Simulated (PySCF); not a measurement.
A table of computed properties in which two entries of one column were swapped by mistake.

| no. | species (SMILES) | level of the electronic properties | dipole moment | HOMO energy | HOMO–LUMO gap | smallest rotational constant |
| --- | --- | --- | --- | --- | --- | --- |
| 1 | FC(F)(F)C1=CP1c1ccco1 | PBE0/pcSseg-1 | 2.96 D | -6.85 eV | 5.59 eV | 0.968 GHz |
| 2 | CC[Si@@H](S[SiH2]N)C1CC1 | PBE0/pcSseg-1 | 2.15 D | -7.02 eV | 7.44 eV | 0.556 GHz |
| 3 | FC1CCC2(CC1)CC2 | PBE0/pcSseg-1 | 1.96 D | -7.88 eV | 9.20 eV | 0.461 GHz |
| 4 | ClC[SiH2]O[SiH2]c1ccco1 | PBE0/pcSseg-1 | 1.27 D | -6.77 eV | 6.38 eV | 0.536 GHz |

Geometries and rotational constants: GFN2-xTB. Each SMILES stands for a single optimised conformer of the isolated species, non-relativistic unless stated. Electronic properties by PySCF.

Dipoles, sizes and rotational constants follow the conformer. The torsions of the flexible species, by atom-mapped SMILES:
- `[F:1][C:2]([F:3])([F:4])[C:5]1=[CH:6][P:7]1[c:8]1[cH:9][cH:10][cH:11][o:12]1`: F1–C2–C5–C6 -1°, C6–P7–C8–C9 -162°
- `[Cl:1][CH2:2][SiH2:3][O:4][SiH2:5][c:6]1[cH:7][cH:8][cH:9][o:10]1`: Cl1–C2–Si3–O4 -61°, C2–Si3–O4–Si5 16°, Si3–O4–Si5–C6 -29°, O4–Si5–C6–C7 137°

The conformers of `CC[Si@@H](S[SiH2]N)C1CC1` and `FC1CCC2(CC1)CC2` aren't listed.

**Question.** Which two entries changed places?

**Answer.** The smallest rotational constant of rows 1 and 3. The true values are 0.461 GHz for `FC(F)(F)C1=CP1c1ccco1` (16 atoms, 96 electrons) and 0.968 GHz for `FC1CCC2(CC1)CC2` (22 atoms, 70 electrons), the smallest and the largest in that column.

**Question.** Restore the column in rising order.

**Answer.** row 1: 0.461 GHz, row 4: 0.536 GHz, row 2: 0.556 GHz, row 3: 0.968 GHz.

**Question.** Give the restored column in cm⁻¹.

**Answer.** row 1: 0.0154 cm⁻¹, row 2: 0.0186 cm⁻¹, row 3: 0.0323 cm⁻¹, row 4: 0.0179 cm⁻¹.
